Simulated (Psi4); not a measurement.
C3H9SeSi (SMILES C[Si](C)(C)[Se]), doublet, at a GFN2-xTB geometry, with bond 9-3 at 1.3 times its length; PBE0/def2-SV(P) (Psi4 1.11).

Input for Psi4:
```
memory 2 GB

molecule mol {
0 2
C    -0.764469    1.382277   -1.665477
Si   -0.196359   -0.201869   -0.770042
C     1.356209   -0.934368   -1.598928
C    -1.602541   -1.487076   -0.699560
Se    0.355920    0.365908    1.395779
H    -1.037588    1.170542   -2.694107
H    -1.627215    1.819494   -1.172206
H     0.024549    2.128051   -1.674291
H     1.804452   -2.080863   -0.908413
H     1.150625   -1.219879   -2.625438
H     2.168877   -0.214430   -1.607000
H    -1.902349   -1.790188   -1.697429
H    -2.474633   -1.081859   -0.195516
H    -1.290735   -2.375159   -0.158365
}

set {
  basis def2-sv(p)
  reference uks
  dft_spherical_points 590
}

energy('pbe0')
print_variables()
```

It wrote (shortened):

```
   => Loading Basis Set <=

    Name: DEF2-SV(P)
    Role: ORBITAL
    Keyword: BASIS

         ---------------------------------------------------------
                                   SCF
               by Justin Turney, Rob Parrish, Andy Simmonett
                          and Daniel G. A. Smith
                              UKS Reference
         ---------------------------------------------------------

  ==> Geometry <==

    Molecular point group: c1
    Full point group: C1

    Geometry (in Angstrom), charge = 0, multiplicity = 2:

       Center              X                  Y                   Z               Mass
    ------------   -----------------  -----------------  -----------------  -----------------
         C           -0.814231227548     1.333562172080    -1.859002532669    12.000000000000
         SI          -0.246121227548    -0.250583827920    -0.963567532669    27.976926534650
         C            1.306446772452    -0.983082827920    -1.792453532669    12.000000000000
         C           -1.652303227548    -1.535790827920    -0.893085532669    12.000000000000
         SE           0.306157772452     0.317193172080     1.202253467331    79.916521800000
         H           -1.087350227548     1.121827172080    -2.887632532669     1.007825032230
         H           -1.676977227548     1.770779172080    -1.365731532669     1.007825032230
         H           -0.025213227548     2.079336172080    -1.867816532669     1.007825032230
         H            1.754689772452    -2.129577827920    -1.101938532669     1.007825032230
         H            1.100862772452    -1.268593827920    -2.818963532669     1.007825032230
         H            2.119114772452    -0.263144827920    -1.800525532669     1.007825032230
         H           -1.952111227548    -1.838902827920    -1.890954532669     1.007825032230
         H           -2.524395227548    -1.130573827920    -0.389041532669     1.007825032230
         H           -1.340497227548    -2.423873827920    -0.351890532669     1.007825032230

  Running in c1 symmetry.

  Rotational constants: A =      0.10029  B =      0.04575  C =      0.04555 [cm^-1]
  Rotational constants: A =   3006.74883  B =   1371.62283  C =   1365.61618 [MHz]
  Nuclear repulsion =  408.860399469372567

  Charge       = 0
  Multiplicity = 2
  Electrons    = 75
  Nalpha       = 38
  Nbeta        = 37

  ==> Algorithm <==

  SCF Algorithm Type is DF.
  DIIS enabled.
  MOM disabled.
  Fractional occupation disabled.
  Guess Type is SAD.
  Energy threshold   = 1.00e-06
  Density threshold  = 1.00e-06
  Integral threshold = 1.00e-12

  ==> Primary Basis <==

  Basis Set: DEF2-SV(P)
    Blend: DEF2-SV(P)
    Number of shells: 56
    Number of basis functions: 110
    Number of Cartesian functions: 117
    Spherical Harmonics?: true
    Max angular momentum: 2

  ==> DFT Potential <==

   => LibXC <=

    Version 7.1.2
    S. Lehtola, C. Steigemann, M. J. T. Oliveira, and M. A. L. Marques,  SoftwareX 7, 1–5 (2018) (10.1016/j.softx.2017.11.002)

   => Composite Functional: PBE0 <=

    PBE0 Hyb-GGA Exchange-Correlation Functional

    C. Adamo and V. Barone,  J. Chem. Phys. 110, 6158 (1999) (10.1063/1.478522)
    M. Ernzerhof and G. E. Scuseria,  J. Chem. Phys. 110, 5029 (1999) (10.1063/1.478401)

    Deriv               =              1
    GGA                 =           TRUE
    Meta                =          FALSE

    Exchange Hybrid     =           TRUE
    MP2 Hybrid          =          FALSE

   => Exchange Functionals <=

    0.7500   Perdew, Burke & Ernzerhof

   => Exact (HF) Exchange <=

    0.2500               HF

   => Correlation Functionals <=

    1.0000   Perdew, Burke & Ernzerhof

   => LibXC Density Thresholds  <==

    XC_HYB_GGA_XC_PBEH:  1.00E-15

   => Molecular Quadrature <=

    Radial Scheme          =       TREUTLER
    Pruning Scheme         =           NONE
    Nuclear Scheme         =       TREUTLER

    Blocking Scheme        =         OCTREE
    BS radius alpha        =              1
    Pruning alpha          =              1
    Radial Points          =             75
    Spherical Points       =            590
    Total Points           =         581497
    Total Blocks           =           4116
    Max Points             =            256
    Max Functions          =            106
    Weights Tolerance      =       1.00E-15

   => Loading Basis Set <=

    Name: (DEF2-SV(P) AUX)
    Role: JKFIT
    Keyword: DF_BASIS_SCF

  ==> Integral Setup <==

  SCF_SUBTYPE=INCORE selected. In-core MEM_DF algorithm will be used.
  Using in-core AOs.

  ==> MemDFJK: Density-Fitted J/K Matrices <==

    J tasked:                   Yes
    K tasked:                   Yes
    wK tasked:                   No
    Algorithm:                 Core
    Schwarz Cutoff:           1E-12
    Mask sparsity (%):       2.3636
    Fitting Condition:        1E-10

   => Auxiliary Basis Set <=

  Basis Set: (DEF2-SV(P) AUX)
    Blend: DEF2-UNIVERSAL-JKFIT
    Number of shells: 227
    Number of basis functions: 781
    Number of Cartesian functions: 973
    Spherical Harmonics?: true
    Max angular momentum: 5

  Minimum eigenvalue in the overlap matrix is 3.4117909649E-03.
  Reciprocal condition number of the overlap matrix is 6.0639848680E-04.
    Using symmetric orthogonalization.

  ==> Pre-Iterations <==

  SCF Guess: Superposition of Atomic Densities via on-the-fly atomic UHF (no occupation information).

   -------------------------
    Irrep   Nso     Nmo
   -------------------------
     A        110     110
   -------------------------
    Total     110     110
   -------------------------

  ==> Iterations <==

                           Total Energy        Delta E     RMS |[F,P]|

   @DF-UKS iter SAD: -2806.44222687066895   -2.80644e+03   0.00000e+00
   @DF-UKS iter   1: -2808.69295311377255   -2.25073e+00   1.85699e-02 DIIS/ADIIS
   @DF-UKS iter   2: -2808.69553966809099   -2.58655e-03   1.88058e-02 DIIS/ADIIS
   @DF-UKS iter   3: -2809.73070751455543   -1.03517e+00   6.00594e-04 DIIS/ADIIS
   @DF-UKS iter   4: -2809.73019297055453    5.14544e-04   6.46668e-04 DIIS/ADIIS
   @DF-UKS iter   5: -2809.73307177126799   -2.87880e-03   3.77788e-05 DIIS
   @DF-UKS iter   6: -2809.73308128661984   -9.51535e-06   1.67276e-05 DIIS
   @DF-UKS iter   7: -2809.73308362246553   -2.33585e-06   3.36244e-06 DIIS
   @DF-UKS iter   8: -2809.73308397372512   -3.51260e-07   1.91628e-06 DIIS
   @DF-UKS iter   9: -2809.73308427941720   -3.05692e-07   1.51168e-06 DIIS
   @DF-UKS iter  10: -2809.73308457199664   -2.92579e-07   1.43132e-06 DIIS
   @DF-UKS iter  11: -2809.73308498303550   -4.11039e-07   1.41442e-06 DIIS
   @DF-UKS iter  12: -2809.73308540294829   -4.19913e-07   1.40870e-06 DIIS
   @DF-UKS iter  13: -2809.73308631381678   -9.10868e-07   1.40650e-06 DIIS
   @DF-UKS iter  14: -2809.73308893695821   -2.62314e-06   1.39250e-06 DIIS
   @DF-UKS iter  15: -2809.73309185273456   -2.91578e-06   1.39495e-06 DIIS
   @DF-UKS iter  16: -2809.73309216039252   -3.07658e-07   1.38078e-06 DIIS
   @DF-UKS iter  17: -2809.73310062301744   -8.46262e-06   1.87538e-06 DIIS
   @DF-UKS iter  18: -2809.73309628322340    4.33979e-06   1.61101e-06 DIIS
   @DF-UKS iter  19: -2809.73304289634643    5.33869e-05   9.57519e-05 DIIS
   @DF-UKS iter  20: -2809.73311086987360   -6.79735e-05   5.18017e-05 DIIS
   @DF-UKS iter  21: -2809.73311005768892    8.12185e-07   5.24779e-05 DIIS
   @DF-UKS iter  22: -2809.73311474446155   -4.68677e-06   4.64714e-05 DIIS
   @DF-UKS iter  23: -2809.73310821389123    6.53057e-06   5.43425e-05 DIIS
   @DF-UKS iter  24: -2809.73310657190405    1.64199e-06   5.62395e-05 DIIS
   @DF-UKS iter  25: -2809.73310373512459    2.83678e-06   3.75984e-06 DIIS
   @DF-UKS iter  26: -2809.73311692393509   -1.31888e-05   1.19012e-06 DIIS
   @DF-UKS iter  27: -2809.73312308889035   -6.16496e-06   2.53376e-06 DIIS
   @DF-UKS iter  28: -2809.73304130879387    8.17801e-05   9.93075e-05 DIIS
   @DF-UKS iter  29: -2809.73312740951997   -8.61007e-05   3.56862e-06 DIIS
   @DF-UKS iter  30: -2809.73309085053097    3.65590e-05   7.55079e-05 DIIS
   @DF-UKS iter  31: -2809.73305452636487    3.63242e-05   9.46336e-05 DIIS
   @DF-UKS iter  32: -2809.73303861590512    1.59105e-05   1.01538e-04 DIIS/ADIIS
   @DF-UKS iter  33: -2809.73303069002122    7.92588e-06   1.04739e-04 DIIS/ADIIS
   @DF-UKS iter  34: -2809.73301727242688    1.34176e-05   1.10012e-04 DIIS/ADIIS
   @DF-UKS iter  35: -2809.73309132670556   -7.40543e-05   7.60476e-05 DIIS
   @DF-UKS iter  36: -2809.73315051798954   -5.91913e-05   6.97289e-06 DIIS
   @DF-UKS iter  37: -2809.73315535427128   -4.83628e-06   1.93694e-05 DIIS
   @DF-UKS iter  38: -2809.73315443805768    9.16214e-07   2.43854e-05 DIIS
   @DF-UKS iter  39: -2809.73315404880168    3.89256e-07   2.55820e-05 DIIS
   @DF-UKS iter  40: -2809.73315947941046   -5.43061e-06   8.93185e-06 DIIS
   @DF-UKS iter  41: -2809.73316192309949   -2.44369e-06   2.33546e-06 DIIS
   @DF-UKS iter  42: -2809.73316195425423   -3.11547e-08   3.19298e-06 DIIS
   @DF-UKS iter  43: -2809.73316206603613   -1.11782e-07   1.10232e-06 DIIS
   @DF-UKS iter  44: -2809.73316207764765   -1.16115e-08   5.36577e-07 DIIS
  Energy and wave function converged.

  ==> Post-Iterations <==

   Electrons on quadrature grid:
      Nalpha   =   37.9999948865 ; deviation = -5.113e-06
      Nbeta    =   36.9999948445 ; deviation = -5.155e-06
      Ntotal   =   74.9999897310 ; deviation = -1.027e-05

   @Spin Contamination Metric:   2.888438447E-03
   @S^2 Expected:                7.500000000E-01
   @S^2 Observed:                7.528884384E-01
   @S   Expected:                5.000000000E-01
   @S   Observed:                5.000000000E-01

    Orbital Energies [Eh]
    ---------------------

    Alpha Occupied:

[...]
    Alpha Virtual:

[...]
    Beta Occupied:

[...]
      37A     -0.232873

    Beta Virtual:

[...]
     110A      3.365731

    Final Occupation by Irrep:
              A
    DOCC [    37 ]
    SOCC [     1 ]
    NA   [    38 ]
    NB   [    37 ]

  @DF-UKS Final Energy: -2809.73316207764765

   => Energetics <=

    Nuclear Repulsion Energy =            408.8603994693725667
    One-Electron Energy =               -4718.9506679498208541
    Two-Electron Energy =                1596.3410975889926249
    DFT Exchange-Correlation Energy =     -95.9839911861920143
    Empirical Dispersion Energy =           0.0000000000000000
    VV10 Nonlocal Energy =                  0.0000000000000000
    Total Energy =                      -2809.7331620776476484

  UHF NO Occupations:
  HONO-2 :   36  A 1.9997922
  HONO-1 :   37  A 1.9989013
  HONO-0 :   38  A 1.0000000
  LUNO+0 :   39  A 0.0010987
  LUNO+1 :   40  A 0.0002078
  LUNO+2 :   41  A 0.0000641
  LUNO+3 :   42  A 0.0000550

Computation Completed

Properties will be evaluated at   0.000000,   0.000000,   0.000000 [a0]

Properties computed using the SCF density matrix

 Multipole Moments:

 ------------------------------------------------------------------------------------
     Multipole            Electronic (a.u.)      Nuclear  (a.u.)        Total (a.u.)
 ------------------------------------------------------------------------------------

 L = 1.  Multiply by 2.5417464519 to convert [e a0] to [Debye]
 Dipole X            :          6.6460662           -6.8573173           -0.2112512
 Dipole Y            :          7.3166412           -7.4043232           -0.0876819
 Dipole Z            :         26.3457748          -27.1271545           -0.7813797
 Magnitude           :                                                    0.8141680

 ------------------------------------------------------------------------------------

  Variable Map:
  ----------------------------------------------------------------------------
[...]
  Array Variable Map:
  ----------------------------------------------------------------------------
[...]
[...]
```
